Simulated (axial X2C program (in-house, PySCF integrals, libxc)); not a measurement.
# Curves of LiRb⁺ by EOM-EA-CCSD

Calculated with an in-house all-electron X2C program for linear molecules (integrals from PySCF): two-component X2C with atomic mean-field Coulomb and Gaunt terms, Gaussian nuclei, basis Rb dyall-acv3z, Li dyall-acv3z with contracted cores.

Energies in eV from the lowest point of the lowest state; states are followed by energy order within each Ω. Reference: LiRb²⁺, 8 electrons correlated in 92 virtual spinors with an MP2 remainder; levels at this size can be off by some tenths of an eV. Masses 84.912 and 7.016 u.

```csv
R (Å),(1)Ω=1/2,(2)Ω=1/2,(3)Ω=1/2,(1)Ω=3/2,(4)Ω=1/2,(5)Ω=1/2,(2)Ω=3/2
3.708,0.0339,2.3902,2.4139,2.3972,3.3434,4.4473,4.4763
3.870,0.0088,2.3042,2.3687,2.3750,3.2472,4.3184,4.3465
4.031,0.0000,2.2047,2.3526,2.3585,3.1599,4.1979,4.2246
4.212,0.0048,2.1034,2.3398,2.3452,3.0703,4.0734,4.0984
4.394,0.0209,2.0126,2.3322,2.3363,2.9878,3.9617,3.9842
4.636,0.0543,1.9066,2.3261,2.3303,2.8889,3.8284,3.8519
```

Q: Fit the curves (1)Ω=1/2 near their minima.

A: At EOM-EA-CCSD from LiRb²⁺ (the fit fixes ωe to about one per cent; ωe of higher roots by this method can be off by ten per cent):

| state | Te (cm⁻¹) | Re (Å) | ωe (cm⁻¹) |
| --- | --- | --- | --- |
| (1)Ω=1/2 | 0 | 4.058 | 138.0 |

No minimum in range: (2)Ω=1/2, (3)Ω=1/2, (1)Ω=3/2, (4)Ω=1/2, (5)Ω=1/2, (2)Ω=3/2; the order of states may turn beyond it. T1 of the reference reaches 0.001 (Lee–Taylor). Curves followed by order can swap character. Number of frozen shells: Rb 3 s, 2 p, 1 d; Li 1 s. Roots with under 60 % one-particle weight at any point are counted in the labels but not shown, and the list ends where the roots sought for some Ω run out; states that need a further excitation are missing and may lie low or lowest. Curves with a minimum but no constants failed the fit check.
